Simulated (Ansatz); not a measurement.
Ideal-gas functions of CH$_{6}$AuN, SMILES `[CH3][Au-][NH3+]` at 298.15 K and 1 bar, from an Ansatz frequency run at PBE0-D4/def2-TZVP.

Molar mass 229.03 g/mol, point group C3v (symmetry number 3), electronic degeneracy 1, moments of inertia 5.885, 154.22, 154.22 u Å². Harmonic wavenumbers (cm⁻¹, unscaled): 30, 155, 155, 376, 585, 588, 588, 792, 792, 1194, 1228, 1453, 1453, 1657, 1657, 3033, 3114, 3114, 3493, 3610, 3610.

Use S(trans) = R[1.5 ln M + 2.5 ln T − 1.1517]; rotational temperatures θ = 24.2544 K / I; S(rot) = R[ln(√π/σ · √(T³/θAθBθC)) + 1.5]; for each mode x = 1.438777 ν̃/T, S = R[x/(eˣ − 1) − ln(1 − e⁻ˣ)] and H = RT x/(eˣ − 1); 1 cm⁻¹ = 0.0119627 kJ/mol; R = 8.31446 J/(mol·K).

Question: By hand: the entropy, in J/(mol·K).

Answer: Translation 176.6. Rotation: θ = 4.1214, 0.1573, 0.1573 K, giving 88.6. Vibration, mode by mode: 24.39, 10.92, 10.92, 4.42, 1.99, 1.97, 1.97, 0.90, 0.90, 0.18, 0.15, 0.06, 0.06, 0.03, 0.03, 0.00, 0.00, 0.00, 0.00, 0.00, 0.00, in all 58.9. Electronic 0.0. Sum 324.1 J/(mol·K).

Question: By hand: H − E and G − E in kJ/mol, counted from the electronic energy.

Answer: Zero-point energy ½ × 32677 × 0.0119627 = 195.5; thermal vibration 8.4; translation, rotation and pV give 4 RT = 9.9. H − E = 213.8 kJ/mol, and G − E = 213.8 − 298.15 × 324.1/1000 = 117.2 kJ/mol.

Vibration gives 18 % of the entropy, 24.4 J/(mol·K) of it from the mode under 150 cm⁻¹: soft modes count most, and the harmonic formula is weakest for them. The sum counts one conformer and one mirror image; others add a mixing term.
